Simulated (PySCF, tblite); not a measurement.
C5H10NPSi.
Atom-mapped SMILES: `[CH2:1]=[CH:2][C:3](=[CH2:4])/[CH:5]=[N:6]/[SiH2:7][PH2:8]` (hydrogens: H9, H10 on C1; H11 on C2; H12, H13 on C4; H14 on C5; H15, H16 on Si7; H17, H18 on P8)

Structure used (GFN2-xTB), in Å, numbered top down from 1:
```xyz
18
C5H10NPSi angstrom
C     -1.0563   -1.8554   -0.4765
C     -1.9052   -0.9313   -0.0474
C     -1.7050    0.5138   -0.1270
C     -2.7439    1.3551   -0.0168
C     -0.3686    1.0788   -0.3099
N      0.6881    0.4416   -0.0650
Si     2.3664    0.6953   -0.2028
P      2.9302   -0.7945   -1.7912
H     -0.1075   -1.6008   -0.9163
H     -1.2889   -2.9043   -0.4001
H     -2.8613   -1.2289    0.3663
H     -3.7457    0.9980    0.1503
H     -2.6175    2.4228   -0.0804
H     -0.3615    2.1256   -0.6423
H      2.9006    1.9967   -0.6324
H      2.8608    0.3478    1.1288
H      4.2767   -0.7501   -1.4849
H      2.7298   -1.9039   -0.9938
```

Level of theory: wB97X-D/def2-SVPD in PySCF (dipole) on a GFN2-xTB geometry, gas phase.

Masses are those of the commonest isotopes; rigid-rotor values at the optimised geometry. The values belong to one conformer with, in the numbering `[CH2:1]=[CH:2][C:3](=[CH2:4])/[CH:5]=[N:6]/[SiH2:7][PH2:8]`, C1–C2–C3–C4 161°, C2–C3–C5–N6 -19°, C5–N6–Si7–P8 -113°, N6–Si7–P8–H -163° and -70°.

Question: Give the principal moments of inertia and the rotational constants in MHz.

Answer: Ia = 194.07, Ib = 709.81, Ic = 847.95 u·Å²; 505379 MHz·u·Å²/I gives A = 2604, B = 712.0, C = 596.0 MHz.

Question: What kind of rotor is it?

Answer: An asymmetric top. Ray's parameter κ = (2B − A − C)/(A − C) = -0.884; −1 is the prolate and +1 the oblate limit.

Question: What does the inertial defect say?

Answer: Not planar: Δ = Ic − Ia − Ib = -55.93 u·Å². For a rigid frame Δ = −2 Σ m c², so Σ m c² = 27.97 u·Å² lies off the ab plane: 6.48 from hydrogen and 21.48 from heavier atoms. The atom farthest from that plane is 1.89 Å away.

Question: Give the other two planar moments, Paa and Pbb, and the rms extents of the mass along the axes.

Answer: Paa = Σ m a² = (Ib + Ic − Ia)/2 = 681.85 and Pbb = Σ m b² = (Ia + Ic − Ib)/2 = 166.11 u·Å². With the mass M = 143.03 u, the rms extents √(P/M) along a, b and c are 2.18, 1.08, 0.44 Å.

Question: Predict some low-J microwave lines.

Answer: The dipole components are |μa| = 1.44 D, |μb| = 0.94 D, |μc| = 0.06 D. The squared components, which scale the intensities, stand as 1.00 : 0.43 : 0.00 (a : b : c). Some lines, for components of 0.1 D or more:

```tsv
type	branch	J(Ka,Kc)	MHz	lower level (cm⁻¹)
b	Q	1(1,0) ← 1(0,1)	2008	0.044
b	R	3(0,3) ← 2(1,2)	2122	0.190
b	Q	2(1,1) ← 2(0,2)	2129	0.131
b	Q	3(1,2) ← 3(0,3)	2321	0.261
b	R	1(1,1) ← 0(0,0)	3200	0.000
a	R	3(2,1) ← 2(2,0)	3945	0.391
b	R	2(1,2) ← 1(0,1)	4392	0.044
b	Q	3(2,2) ← 3(1,3)	6201	0.315
b	R	2(2,1) ← 1(1,0)	8408	0.111
b	R	3(2,2) ← 2(1,1)	9600	0.202
b	Q	3(3,1) ← 3(2,2)	9754	0.522
b	R	3(3,0) ← 2(2,1)	13678	0.391
```

Question: Estimate the classical rotational partition function at 10 K, 25 K and 298.15 K.

Answer: Point group C1, symmetry number σ = 1; q = (√π/σ)·√((kT/h)³/(ABC)), k/h = 20836.6 MHz/K: 5070 at 10 K, 20000 at 25 K, 826000 at 298.15 K.

Its GFN2-xTB frequencies are all real (lowest 30 cm⁻¹). Constants of a rigid frame at the computed geometry: no zero-point averaging, no centrifugal distortion. Quadrupole hyperfine structure (14N) is left out.
